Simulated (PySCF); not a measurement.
**Simulated absorption spectrum**

C7H7NO.
SMILES: `C#C/C=C/C(=O)NC=C`

Theory: TDDFT CAM-B3LYP/def2-SVPD, vertical, gas phase, core orbitals frozen in the response (PySCF 2.14.0, density-fitted response routines). One conformer (not necessarily the lowest) at the GFN2-xTB geometry, without solvent, vibrations or thermal averaging. Torsions of this conformer, `[CH:1]#[C:2]/[CH:3]=[CH:4]/[C:5](=[O:6])[NH:7][CH:8]=[CH2:9]`: C3–C4–C5–O6 0°, C4–C5–N7–C8 180°, C5–N7–C8–C9 180°.

Computed states:

| state | E (eV) | f |
| --- | --- | --- |
| S1 | 4.45 | 0.0001 |
| S2 | 4.73 | 0.662 |
| S3 | 5.04 | 0.0000 |
| S4 | 5.13 | 0.203 |
| S5 | 6.16 | 0.0044 |
| S6 | 6.49 | 0.0000 |
| S7 | 6.74 | 0.336 |
| S8 | 6.93 | 0.081 |

Each state is given a Gaussian of 0.5 eV full width at half maximum, with ε(max) = 2.175×10⁸ f / Δν̃ (Δν̃ the width in cm⁻¹). The width is an assumption, not a result. The curve ends short of the highest state used, and states not computed would add to its high-energy end.

Problem. What does the envelope look like, and where are its maxima?

Solution. 
(λ (nm), ε (L mol⁻¹ cm⁻¹)): (196.0, 3066), (198.5, 1514), (201.0, 755), (203.5, 412), (206.1, 247), (208.6, 164), (211.1, 123), (213.6, 130), (216.2, 224), (218.7, 458), (221.2, 917), (223.7, 1696), (226.3, 2924), (228.8, 4529), (231.3, 6505), (233.8, 8751), (236.3, 11161), (238.9, 13777), (241.4, 16419), (243.9, 19265), (246.4, 22390), (249.0, 25923), (251.5, 29431), (254.0, 32739), (256.5, 35454), (259.1, 37232), (261.6, 37647), (264.1, 36687), (266.6, 34442), (269.2, 31015), (271.7, 27033), (274.2, 22759), (276.7, 18537), (279.2, 14627), (281.8, 11075), (284.3, 8233), (286.8, 5958), (289.3, 4203), (291.9, 2850), (294.4, 1917), (296.9, 1262), (299.4, 814), (302.0, 506), (304.5, 315), (307.0, 192), (309.5, 116), (312.1, 67), (314.6, 39), (317.1, 23), (319.6, 13), (322.1, 7), (324.7, 4), (327.2, 2), (329.7, 1), (332.2, 1), (334.8, 0)

Maxima: 261 nm (4.75 eV), ε about 38000, made up of S2 (94%) (ε in L mol⁻¹ cm⁻¹; maxima over ε = 5, shares over 10%). At its high-energy end, 6.33 eV, the curve is still rising (ε about 3200, from S7).

Problem. Coming from long wavelengths, where does ε first pass 100 L mol⁻¹ cm⁻¹?

Solution. At about 310 nm (4.00 eV), 0.46 eV below S1.

Problem. What would ε be at 4.75 eV, the highest of these maxima, with half the width (0.25 eV)?

Solution. About 69600 L mol⁻¹ cm⁻¹ against 37700, a factor of about 1.8; a lone state at its own centre would give exactly 2.

Problem. On this curve, what absorbance would a 10⁻⁵ mol/L sample give at 248 nm over a 1 cm path?

Solution. 248 nm is 4.999 eV, where ε is about 25000 L mol⁻¹ cm⁻¹, so A = ε c l ≈ 0.25 (Beer–Lambert, with the gas-phase spectrum and the assumed width).
